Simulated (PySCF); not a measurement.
# Computed data sheet: `C[SiH](C)[SiH2][C@@](C)(F)C=O`

Species: C₅H₁₃FOSi₂.
Atom-mapped SMILES: `[CH3:1][SiH:2]([CH3:3])[SiH2:4][C@@:5]([CH3:6])([F:7])[CH:8]=[O:9]` (hydrogens: H10, H11, H12 on C1; H13 on Si2; H14, H15, H16 on C3; H17, H18 on Si4; H19, H20, H21 on C6; H22 on C8)

Cartesian coordinates in Å at the GFN2-xTB level; atoms count from 1:
```xyz
22
C5H13FOSi2 angstrom
C      1.888   -0.796    1.438
Si     1.701    0.038   -0.267
C      2.899    1.516   -0.355
Si    -0.457    0.853   -0.586
C     -1.734   -0.629   -0.435
C     -3.090   -0.276   -1.019
F     -1.185   -1.699   -1.153
C     -1.794   -0.996    0.992
O     -2.329   -0.338    1.849
H      1.489   -0.170    2.232
H      1.359   -1.744    1.474
H      2.930   -0.998    1.670
H      2.106   -0.935   -1.301
H      3.928    1.201   -0.211
H      2.842    2.014   -1.318
H      2.676    2.255    0.409
H     -0.993    1.852    0.345
H     -0.742    1.367   -1.935
H     -3.738   -1.153   -1.022
H     -3.543    0.497   -0.405
H     -2.987    0.083   -2.039
H     -1.237   -1.922    1.237
```

Some functional groups and rings: aldehyde, C–F bond, Si–H bond and C–Si bond.

GFN2-xTB geometry:

| Quantity | Value |
| --- | --- |
| Point group of the GFN2-xTB geometry | C1 |
| Rotational constants A, B, C of the GFN2-xTB geometry | 1.752, 0.673, 0.616 GHz |

PBE0/pcSseg-1 ground state and GIAO shieldings, non-relativistic (PySCF):

| Quantity | Value |
| --- | --- |
| Dipole moment | 1.80 D |
| HOMO energy | -7.47 eV |
| LUMO energy | -1.16 eV |
| HOMO–LUMO gap | 6.31 eV |
| Lowest Hirshfeld atomic charge | -0.22 e on O9 |
| Highest Hirshfeld atomic charge | +0.30 e on Si2 |
| 13C chemical shifts (computed TMS as zero) by class | 213.2 (C8), 104.9 (C5), 24.6 (C6), -3.2 (C1), -4.6 (C3) ppm |
| 1H chemical shifts (computed TMS as zero) by class | 10.58 (H22), 4.59 (H13), 3.94 (H18), 3.89 (H17), 1.81 (H19/H20/H21), 0.31 (H10/H11/H12), 0.18 (H14/H15/H16) ppm |
| Isotropic shieldings of nuclei other than C and H, by class | -336 (O9), 381 (F7), 390 (Si4), 396 (Si2) ppm |
| Mayer bond orders between heavy atoms | C1–Si2 0.95, Si2–C3 0.95, Si2–Si4 0.91, Si4–C5 0.76, C5–C6 1.03, C5–F7 0.80, C5–C8 0.94, C8–O9 1.99 |

Monoisotopic mass (most abundant isotopes): 164.0489 u.

With B = h/(8π²I), that is 505.379 GHz u Å² over I, the principal moments of inertia are 288.4, 750.9 and 819.9 u Å² (most abundant isotopes); the inertial defect Ic − Ia − Ib is -219.4 u Å² (zero for a rigid planar frame, negative otherwise). A dipole of 1.80 D is allowed in C1, and pure rotational transitions are dipole-allowed. The dipole equals about 6.0 × 10⁻³⁰ C·m (1 D = 3.33564 × 10⁻³⁰ C·m). The rotational constants make it an asymmetric top with κ = (2B − A − C)/(A − C) = -0.90, nearer the prolate limit (−1).

Geometry: GFN2-xTB, one conformer, isolated molecule. NMR classes are plain means over equivalent atoms (diastereotopic ones count apart unless rotation or inversion swaps them), as if these changed places fast; in this geometry the members of some classes differ.
